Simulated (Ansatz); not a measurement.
A geometry relaxed with B3LYP-D3(BJ)/def2-TZVP in Ansatz (a program for electronic structure), charge 0, multiplicity 1:

```xyz
5

Br     2.1604    -0.0510    -0.2225
Cl    -0.7650     1.6987    -0.8425
Cl    -0.8509    -1.6176    -0.9164
Si    -0.0294     0.0007     0.0030
Cl    -0.5152    -0.0307     1.9784
```

### Question
Write the SMILES of this molecule.

### Answer
`Cl[Si](Cl)(Cl)Br`
